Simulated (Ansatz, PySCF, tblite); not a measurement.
Dissociation curve of SMILES [F][Mg][F]. The Mg1–F3 bond (Mg1 also carries F; F3 carries nothing else) is pulled apart rigidly from the PBE0/def2-TZVP optimised geometry.

Computed with: RKS-B3LYP/6-31G* = PySCF with restricted B3LYP/6-31G*, spherical d; UKS-PBE0 = Ansatz (a program for electronic structure) with unrestricted PBE0/cc-pVDZ; GFN2-xTB, 300 K electronic temperature (tblite); UKS-CAM-B3LYP = unrestricted CAM-B3LYP/cc-pVDZ in Ansatz.

Energies are in kJ/mol, each relative to the lowest point of its own curve near equilibrium.

```json
[
 {"R / Å": "1.44", "RKS-B3LYP/6-31G*": "173.8", "UKS-PBE0": "186.7", "GFN2-xTB": "96.8", "UKS-CAM-B3LYP": "180.8"},
 {"R / Å": "1.52", "RKS-B3LYP/6-31G*": "77.7", "UKS-PBE0": "87.5", "GFN2-xTB": "36.1", "UKS-CAM-B3LYP": "83.3"},
 {"R / Å": "1.62", "RKS-B3LYP/6-31G*": "18.1", "UKS-PBE0": "23.4", "GFN2-xTB": "5.2", "UKS-CAM-B3LYP": "21.1"},
 {"R / Å": "1.69", "RKS-B3LYP/6-31G*": "2.2", "UKS-PBE0": "4.5", "GFN2-xTB": "0.0", "UKS-CAM-B3LYP": "3.5"},
 {"R / Å": "1.75", "RKS-B3LYP/6-31G*": "0.0", "UKS-PBE0": "0.0", "GFN2-xTB": "1.7", "UKS-CAM-B3LYP": "0.0"},
 {"R / Å": "1.81", "RKS-B3LYP/6-31G*": "5.4", "UKS-PBE0": "3.4", "GFN2-xTB": "7.0", "UKS-CAM-B3LYP": "4.4"},
 {"R / Å": "1.87", "RKS-B3LYP/6-31G*": "16.3", "UKS-PBE0": "12.7", "GFN2-xTB": "14.6", "UKS-CAM-B3LYP": "14.7"},
 {"R / Å": "1.95", "RKS-B3LYP/6-31G*": "37.0", "UKS-PBE0": "31.7", "GFN2-xTB": "27.1", "UKS-CAM-B3LYP": "35.0"},
 {"R / Å": "2.12", "RKS-B3LYP/6-31G*": "94.6", "UKS-PBE0": "86.7", "GFN2-xTB": "57.7", "UKS-CAM-B3LYP": "92.7"},
 {"R / Å": "2.31", "RKS-B3LYP/6-31G*": "166.7", "UKS-PBE0": "157.2", "GFN2-xTB": "93.6", "UKS-CAM-B3LYP": "166.1"},
 {"R / Å": "2.55", "RKS-B3LYP/6-31G*": "255.3", "UKS-PBE0": "244.9", "GFN2-xTB": "137.7", "UKS-CAM-B3LYP": "257.3"},
 {"R / Å": "2.89", "RKS-B3LYP/6-31G*": "363.4", "UKS-PBE0": "352.6", "GFN2-xTB": "194.9", "UKS-CAM-B3LYP": "370.5"},
 {"R / Å": "3.19", "RKS-B3LYP/6-31G*": "438.8", "UKS-PBE0": "416.8", "GFN2-xTB": "237.9", "UKS-CAM-B3LYP": "440.9"},
 {"R / Å": "3.64", "RKS-B3LYP/6-31G*": "520.9", "UKS-PBE0": "471.1", "GFN2-xTB": "286.9", "UKS-CAM-B3LYP": "500.2"},
 {"R / Å": "4.31", "RKS-B3LYP/6-31G*": "594.5", "UKS-PBE0": "508.2", "GFN2-xTB": "330.6", "UKS-CAM-B3LYP": "540.4"},
 {"R / Å": "5.06", "RKS-B3LYP/6-31G*": "638.4", "UKS-PBE0": "525.0", "GFN2-xTB": "—", "UKS-CAM-B3LYP": "556.7"}
]
```

At the longest distance, 5.06 Å, RKS-B3LYP/6-31G* lies highest above its minimum (638.4 kJ/mol) and UKS-PBE0 lowest (525.0 kJ/mol).

Dashes: no converged value, or the column stops at the first point that the program doubted or that broke a chosen test of continuity, which isn't proof of a fault.

The restricted form behind RKS-B3LYP/6-31G* keeps the bonding electrons paired and can't separate into open-shell fragments. The unrestricted determinant behind UKS-PBE0 is spin-contaminated at 2.89 to 5.06 Å (<S²> up to 0.8, against 0.00 for a pure singlet). The unrestricted determinant behind UKS-CAM-B3LYP is spin-contaminated at 3.19 to 5.06 Å (<S²> up to 0.9, against 0.00 for a pure singlet).
